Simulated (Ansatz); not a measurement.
## An input for triplet Si2H2OF2

Si2H2OF2: 7 atoms, total charge 0, spin state triplet. SMILES of the parent species: `F[Si]1(F)O[SiH2]1`. The shape is that of a PBE0-D4/def2-TZVP optimisation. That shape belongs to the parent species and isn't relaxed for this state.

```xyz
7

F     0.4242   -1.6121    1.6938
Si    0.0379   -1.0260    0.2801
F    -0.1942   -2.2880   -0.6391
O     1.1035    0.0779   -0.3221
Si   -0.3048    1.0586   -0.2328
H    -0.2023    2.1888    0.7200
H    -0.8028    1.5328   -1.5455
```

Settings wanted:

```
basis set      : def2-SVP
core potential : none
task           : energy
method         : DFT
functional     : HSE06
dispersion     : none
reference      : UKS
relativity     : none
accuracy       : high
start density  : atoms
```

Question: Give an Ansatz 0.2.0 job that does this.

Answer: This one ran through:

job.yaml:
```yaml
crystal:
  periodic: [false, false, false]
  atoms:
    - {symbol: F, position_ang: [0.424200, -1.612100, 1.693800]}
    - {symbol: Si, position_ang: [0.037900, -1.026000, 0.280100]}
    - {symbol: F, position_ang: [-0.194200, -2.288000, -0.639100]}
    - {symbol: O, position_ang: [1.103500, 0.077900, -0.322100]}
    - {symbol: Si, position_ang: [-0.304800, 1.058600, -0.232800]}
    - {symbol: H, position_ang: [-0.202300, 2.188800, 0.720000]}
    - {symbol: H, position_ang: [-0.802800, 1.532800, -1.545500]}
basis:
  gaussian:
    orbitals: def2-SVP
accuracy: high
hamiltonian:
  xc: hse06
output:
  orbitals: {seedname: orbitals}
magnetization:
  spin_polarized: true
  initial_magnetization: 2
```

```bash
$ ansatz run job.yaml --threads 1 --pin off --max-ram 3480MiB --events-out events.jsonl --progress --plain --runs-dir runs
```

Calculated total energy: -854.14877 Eh.
